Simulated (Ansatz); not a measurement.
Program: Ansatz. Geometries: PBE0-D4/def2-TZVP. ΔE: electronic, gas phase. CCSD(T)/CBS is the MP2 limit (def2-TZVPP, def2-QZVPP) plus CCSD(T) − MP2 in def2-TZVPP, frozen cores. This one scheme is used for every species. Functionals use def2-TZVPP. For Ga, Se outer-core shells are correlated without core-valence functions, which leaves a few kJ/mol of doubt a bond. Scalar relativity is left out up to krypton. Each species was taken in one conformer, which may not be the lowest.

`C[CH2][GaH][Cl]` + `C[SeH]` → `C[Se][GaH][Cl]` + `CC`  (ligand exchange at a Ga–C bond)

| level | ΔE (kcal/mol) | difference from CCSD(T)/CBS |
| --- | --- | --- |
| revPBE-D4 | -29.8 | -0.2 |
| B97M-V | -30.4 | -0.8 |
| PBE0-D4 | -30.5 | -0.9 |
| BLYP | -29.3 | 0.3 |
| r2SCAN0 | -31.1 | -1.5 |
| CAM-B3LYP | -28.9 | 0.7 |
| LC-ωPBE | -28.2 | 1.4 |
| RPA@PBE/def2-TZVPP | -28.3 | 1.3 |
| CCSD(T)/def2-TZVPP | -29.5 | 0.1 |
| HF/def2-QZVPP | -31.0 | -1.4 |
| CCSD(T)/CBS | -29.6 | 0 |

Largest T1 diagnostic among the species: 0.011.

In def2-TZVPP, CCSD(T) changes the Hartree–Fock value by +1.7 kcal/mol (the triples alone add −0.2 kcal/mol) and MP2 by +0.9 kcal/mol. The D4 term adds −0.9 kcal/mol with B3LYP and −0.5 kcal/mol with PBE0; it sums over pairs of atoms, weighted by their polarisabilities, and B3LYP, whose exchange is more repulsive, gets the larger term.

B3LYP here is the variant with VWN-RPA as its local correlation; programs differ in this.
